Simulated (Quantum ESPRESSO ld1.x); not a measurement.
The numbers below are computed, except where a source is named.
The scandium ion Sc+, 20 electrons, occupied as [Ar] 3d1 4p1 (not the ground configuration). Code: ld1.x of Quantum ESPRESSO 7.5. Model: Dirac Kohn-Sham, PBEsol, spin-unpolarised, spherical densities, point nucleus; open shells fill j = l - 1/2 first.

Unscreened Slater integrals over Kohn-Sham orbitals (cm^-1). Large and small components are both included. Empty in this configuration: 3d5/2.

\begin{tabular}{lr}
integral & value \\ \hline
F0(4p1/2,4p1/2) & 48338 \\
F0(4p1/2,3d3/2) & 60642 \\
G1(4p1/2,3d3/2) & 8876.4 \\
F0(4p1/2,3p3/2) & 62687 \\
G2(4p1/2,3p3/2) & 3284.0 \\
F0(4p1/2,3p1/2) & 62722 \\
G0(4p1/2,3p1/2) & 2861.4 \\
F0(4p1/2,3d5/2) & 60624 \\
G3(4p1/2,3d5/2) & 6870.3 \\
F0(3d3/2,3d3/2) & 123540 \\
F2(3d3/2,3d3/2) & 55761 \\
F0(3d3/2,3p3/2) & 142480 \\
F2(3d3/2,3p3/2) & 65467 \\
G1(3d3/2,3p3/2) & 81573 \\
G3(3d3/2,3p3/2) & 48644 \\
F0(3d3/2,3p1/2) & 142850 \\
G1(3d3/2,3p1/2) & 81686 \\
F0(3d3/2,3d5/2) & 123390 \\
F2(3d3/2,3d5/2) & 55693 \\
G2(3d3/2,3d5/2) & 55675 \\
G4(3d3/2,3d5/2) & 34380 \\
F0(3p3/2,3p3/2) & 169820 \\
F2(3p3/2,3p3/2) & 85148 \\
F0(3p3/2,3p1/2) & 170400 \\
G2(3p3/2,3p1/2) & 85398 \\
F0(3p3/2,3d5/2) & 142270 \\
F2(3p3/2,3d5/2) & 65345 \\
G1(3p3/2,3d5/2) & 81422 \\
G3(3p3/2,3d5/2) & 48552 \\
F0(3p1/2,3p1/2) & 170970 \\
F0(3p1/2,3d5/2) & 142640 \\
G3(3p1/2,3d5/2) & 48579 \\
F0(3d5/2,3d5/2) & 123240 \\
F2(3d5/2,3d5/2) & 55626 \\
F4(3d5/2,3d5/2) & 34349 \\
\end{tabular}
